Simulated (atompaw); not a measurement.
Pseudopotential generation for Nb (Z = 41): PAW (atompaw), LDA (PW92), scalar-relativistic.

- Element: niobium (Nb)
- Generator: atompaw 4.2.0.5
- Type: PAW
- Functional: LDA (PW92)
- Relativity: scalar-relativistic
- Frozen core: [Ar] 3d10 4s2
- Valence charge: 11
- Reference configuration: 4p6 4d2 5s0 5p0 (charge +3)
- Partial waves: 5s (bound, empty): rc 2.55 bohr; 5s channel at -1.3 Ry: rc 2.55 bohr; 4p (bound): rc 2.10 bohr; 5p (bound, empty): rc 2.55 bohr; 4d (bound): rc 2.55 bohr; 4d channel at 2.45 Ry: rc 2.55 bohr
- Local potential: bessel scheme, radius 1.65 bohr
- Core correction: smooth core density matched at 2.30 bohr
- Augmentation charge: sinc compensation charge, radius 2.05 bohr; PAW radius 2.55 bohr; waves and projectors: custom rrkj vanderbiltortho

All-electron outer shells of the reference configuration (LDA (PW92), scalar-relativistic, ld1.x):

```
shell  level (eV)  outermost node (bohr)  outermost maximum (bohr)
   4s      -89.03                   0.53                      1.02
   4p      -64.75                   0.54                      1.12
   4d      -30.79                   0.55                      1.40
   5s      -25.73                   1.36                      2.55
   5p      -19.89                   1.52                      2.93
```

Task: Does the generator finish with these settings?

Result: Yes, a potential is produced.

Task: Estimate the cutoffs (Ry, on a coarse ladder) from which the occupation-weighted sum of valence levels, in a spherical-Bessel basis at the reference potential, stays within 10 and 1 mRy of its value at 400 Ry.

Result: 18 Ry and 30 Ry.

Task: Does the potential have ghost states?

Result: Ghost state, extra bound levels that the all-electron valence spectrum of the same l lacks: s at -38.1 eV. A true bound ghost makes a file unfit for plane-wave use.

Task: Is the overlap operator S = 1 + Σ q|β⟩⟨β| positive definite (Bessel basis up to 400 Ry)?

Result: Yes: its lowest eigenvalue is 0.52 (s channel).
